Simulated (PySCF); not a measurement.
## Correlation energy of O²⁺ (oxygen, charge +2)

[He] 2s2 2p2, high-spin 3P determinant. All numbers are calculated (PySCF 2.14, scalar relativity by spin-free X2C-1e, in x2c-TZVPPall (5s3p2d1f, 31 functions)). Frozen: 1s2; 4 electrons correlated.

| level | correlation energy (mhartree) |
| --- | --- |
| CCSD | -95.21 |
| (T) | -1.28 |
| CCSD(T) | -96.49 |
| CCSDT | -96.74 |

Diagnostics: T1 = 0.0046, D1 = 0.0096, largest double amplitude 0.122.

Cost of the coupled-cluster step: about 0.5 core-seconds, for 4 correlated electrons.

Iterations:

```
CC2 = 0
CCSD nocc = (np.int64(3), np.int64(1)), nmo = (30, 30)
frozen orbitals [[0], [0]]
max_cycle = 100
direct = 0
conv_tol = 1e-08
conv_tol_normt = 1e-06
diis_space = 8
diis_start_cycle = 0
Init t2, MP2 energy = -0.0734221777904784
Init E_corr(UCCSD) = -0.0734221777907377
cycle = 1  E_corr(UCCSD) = -0.0877266428032567  dE = -0.014304465  norm(t1,t2) = 0.036645
cycle = 2  E_corr(UCCSD) = -0.0920021758239997  dE = -0.00427553302  norm(t1,t2) = 0.016401
cycle = 3  E_corr(UCCSD) = -0.0952657668828276  dE = -0.00326359106  norm(t1,t2) = 0.00808672
cycle = 4  E_corr(UCCSD) = -0.0951935651757563  dE = 7.22017071e-05  norm(t1,t2) = 0.000796628
cycle = 5  E_corr(UCCSD) = -0.0952074746104838  dE = -1.39094347e-05  norm(t1,t2) = 9.42497e-05
cycle = 6  E_corr(UCCSD) = -0.0952043151586293  dE = 3.15945185e-06  norm(t1,t2) = 1.47707e-05
cycle = 7  E_corr(UCCSD) = -0.0952053956331513  dE = -1.08047452e-06  norm(t1,t2) = 3.24733e-06
cycle = 8  E_corr(UCCSD) = -0.0952051440160289  dE = 2.51617122e-07  norm(t1,t2) = 6.85039e-07
cycle = 9  E_corr(UCCSD) = -0.0952051598970262  dE = -1.58809973e-08  norm(t1,t2) = 7.83718e-08
cycle = 10  E_corr(UCCSD) = -0.0952051617335817  dE = -1.83655556e-09  norm(t1,t2) = 1.02783e-08
UCCSD converged
E(UCCSD) = -73.25129562290553  E_corr = -0.09520516173358172
UCCSD(T) correction = -0.00128260010623959
```
